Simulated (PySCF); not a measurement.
## GeCl: frontier orbitals

PBE at R = 2.205 Å; PySCF, no relativity, basis sets Ge aug-pcseg-1, Cl aug-pcseg-1. State: ²Π (doublet), unpaired electrons π ↑. Only the outer orbitals are listed, counted within each symmetry.

| spin | orbital | occ. | ε (eV) | on Ge (%) | main shells (%) |
| --- | --- | --- | --- | --- | --- |
| α | 10σ | 1 | -20.27 | 7 | 92 Cl s |
| α | 11σ | 1 | -12.58 | 70 | 69 Ge s, 24 Cl p |
| α | 12σ | 1 | -8.34 | 48 | 52 Cl p, 26 Ge s, 21 Ge p |
| α | 5π | 1 | -8.31 | 8 | 92 Cl p |
| α | 5π | 1 | -8.21 | 9 | 90 Cl p, 8 Ge p |
| α | 6π | 1 | -4.25 | 92 | 92 Ge p |
| α | 6π | 0 | -4.12 | 92 | 92 Ge p |
| α | 13σ | 0 | -1.47 | 88 | 79 Ge p, 14 Cl p |
| β | 10σ | 1 | -20.21 | 5 | 93 Cl s |
| β | 11σ | 1 | -12.11 | 64 | 63 Ge s, 29 Cl p |
| β | 5π | 1 | -8.28 | 7 | 93 Cl p |
| β | 12σ | 1 | -8.06 | 53 | 48 Cl p, 33 Ge s, 19 Ge p |
| β | 5π | 1 | -8.02 | 5 | 95 Cl p |
| β | 6π | 0 | -3.77 | 92 | 92 Ge p |
| β | 6π | 0 | -2.95 | 93 | 92 Ge p |
| β | 13σ | 0 | -1.20 | 86 | 77 Ge p, 13 Cl p |

Which are the highest filled and the lowest empty level, where do they sit, and how wide is the gap?

Highest filled α 6π at -4.25 eV (in %: 92 Ge p); lowest empty α 6π at -4.12 eV (in %: 92 Ge p); the gap at PBE is 0.13 eV. Both belong to one degenerate shell, split only by its one-sided filling, so this is no excitation gap.

* bond order (Mayer): 0.95
* ⟨S²⟩: 0.753
* charge on Ge (Mulliken, basis-dependent): 0.34
* charge on Ge (Löwdin, basis-dependent): 0.31
* dipole moment (positive dipole means Ge(−)Cl(+)): -1.61 D
* polarisability along the bond: 67.0 bohr³
* polarisability across the bond: 46.6 bohr³

Spin–orbit coupling is left out. The state was picked by a PBE0 search and need not be the measured ground state.
